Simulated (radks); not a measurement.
Excited configurations of the palladium ion Pd3+: one electron is placed in a higher orbital outside [Kr] 4d6. The ground configuration is [Kr] 4d7. Method: Dirac Kohn-Sham, PBE, spin-unpolarised, spherical densities, finite nucleus; open shells are shared between the two j in proportion to 2j + 1; Fermi nuclear charge, rms radius 4.5318 fm; computed with a radial shooting solver on a logarithmic mesh with Libxc functionals. Excitation = E - E(ground); binding = E(ion) - E, where the ion is the core of charge +4; n* = 4/sqrt(2 binding) in atomic units, and the quantum defect is n - n*. Eigenvalue and <r> are those of j = l + 1/2.

\begin{tabular}{lrrrr}
outer orbital & excitation (eV) & binding (eV) & eigenvalue (eV) & <r> (bohr) \\ \hline
5s & 12.204 & 37.136 & -32.496 & 2.336 \\
5p & 19.980 & 29.360 & -25.163 & 2.718 \\
5d & 30.139 & 19.201 & -16.432 & 3.666 \\
5f & 39.042 & 10.298 & -8.807 & 6.373 \\
6s & 30.988 & 18.352 & -16.351 & 4.578 \\
6d & 37.780 & 11.560 & -10.157 & 6.550 \\
7s & 38.209 & 11.131 & -9.952 & 7.502 \\
7d & 41.624 & 7.716 & -6.872 & 10.13 \\
7f & 44.094 & 5.246 & -4.663 & 14.30 \\
\end{tabular}

The Delta-SCF ionisation energy is 49.340 eV (NIST Atomic Spectra Database: 46 eV, theoretical). Self-interaction in the functional shifts the binding energies and quantum defects, so they are the method's values and not measured ones. Spin polarisation and multiplet splitting are left out, so open shells lie too high by an amount that depends on their filling. Sharing an open shell by 2j + 1 raises it above the true ground level by a part of the spin-orbit splitting, which enters the differences from NIST.

Beside tabulated values, note that spin-unpolarised runs miss the spin-polarisation part of the exchange energy of open shells.
